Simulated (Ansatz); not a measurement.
[AlF4]- (AlF4⁻), relaxed as a singlet with RKS r2SCAN-D4/def2-SVPD in Ansatz, starting from the GFN2-xTB geometry. Force threshold 0.02 eV/Å.

Start:

Cartesian coordinates in Å:
```
Al 0.000 0.000 0.000
F 1.428 0.019 -0.891
F -1.125 1.019 -0.726
F 0.307 0.530 1.568
F -0.610 -1.568 0.050
```

Question: Estimate the energy that the relaxation releases and the steps that it takes.

Answer: 0.05 eV, in 4 steps; 3.9 s on 4 threads of Arm Neoverse V2 on a shared host. No frequencies were taken in this run, so the end may be a saddle point.

Question: Does the start keep its bonding and symmetry?

Answer: By distances, no bond broke or formed. The bond that changes most is Al1–F2, from 1.68 to 1.71 Å (atoms count from 1). Point group Td at the start, Td at the end, both within 0.05 Å.

Question: Predict the relaxed structure.

Answer: 
Cartesian coordinates in Å:
```
Al 0.000 0.000 0.000
F 1.453 0.019 -0.906
F -1.146 1.037 -0.738
F 0.314 0.540 1.595
F -0.621 -1.595 0.049
```
Bond lengths: 4 × Al–F 1.71 Å.
